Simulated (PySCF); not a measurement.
**How methods differ on the ionisation energy of Ir⁵⁰⁺**

Ir⁵⁰⁺ [Ar] 3d9 (2D) → Ir⁵¹⁺ [Ar] 3d8 (3F), as a difference of total energies. Computed with PySCF 2.14 in an even-tempered Gaussian basis (17 s from 11 bohr⁻², ratio 2.5; 13 p from 15 bohr⁻², ratio 2.5; 7 d from 15 bohr⁻², ratio 2.5; 4 f from 62 bohr⁻², ratio 2.7; 3 g from 94 bohr⁻², ratio 2.7), with scalar relativity by spin-free X2C-1e. Correlated levels: outer shells: [Ne] frozen; virtual orbitals above 40 to 60 times the deepest correlated orbital energy dropped. The calculations carry no spin-orbit coupling.

| method | ionisation energy (eV) |
| --- | --- |
| UHF | 4701.9 |
| LDA | 4701.8 |
| PBE | 4700.5 |
| PBE0 | 4701.5 |
| r2SCAN | 4700.2 |
| TPSSh | 4699.5 |
| M06 | 4704.0 |
| MP2 (outer shells) | 4703.7 |
| SCS-MP2 (outer shells) | 4703.4 |

Spin-orbit coupling is strong in these open shells (close to jj coupling). The scalar numbers leave it out and a first-order estimate fails, so it can dominate the gap to the real levels.

Breit and QED terms and the two-electron picture change are absent.

For comparison: 4668 ± 4 eV (theoretical estimate listed by NIST; NIST Atomic Spectra Database, ionization energies).
